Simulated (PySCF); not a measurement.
F$_{3}$Ga (SMILES [F][Ga]([F])[F]), singlet, at a GFN2-xTB geometry (such geometries of metal compounds can be far from the true shape).

PySCF was given this input:
```python
from pyscf import gto, scf, dft

mol = gto.M(
    atom='''
Ga    0.000000    0.000000    0.000000
F    -1.469133   -0.916593    0.051507
F     0.004224    1.591957   -0.683230
F     1.464908   -0.675364    0.631723
''',
    basis='cc-pvqz',
    charge=0,
    spin=0,
    verbose=5,
)

mf = dft.RKS(mol)
mf.xc = 'camb3lyp'
mf = mf.density_fit(auxbasis='def2-universal-jkfit')
mf.kernel()
```

Q: Estimate the HOMO energy that DF-CAMB3LYP/cc-pVQZ (PySCF) returns for this input.

A: -13.41 eV

Q: What Mulliken (on the basis functions themselves) charges in atom order does DF-CAMB3LYP/cc-pVQZ give?

A: Ga1 1.12, F2 -0.37, F3 -0.37, F4 -0.37

Q: Estimate the total energy that DF-CAMB3LYP/cc-pVQZ returns for this input.

A: -2224.7516 Eh

Q: Predict the number of basis functions from DF-CAMB3LYP/cc-pVQZ.

A: 233

Q: Give the dipole moment at the level DF-CAMB3LYP/cc-pVQZ.

A: 0.00 D

Q: Roughly what does it cost on one core?

A: roughly 11 core-seconds.
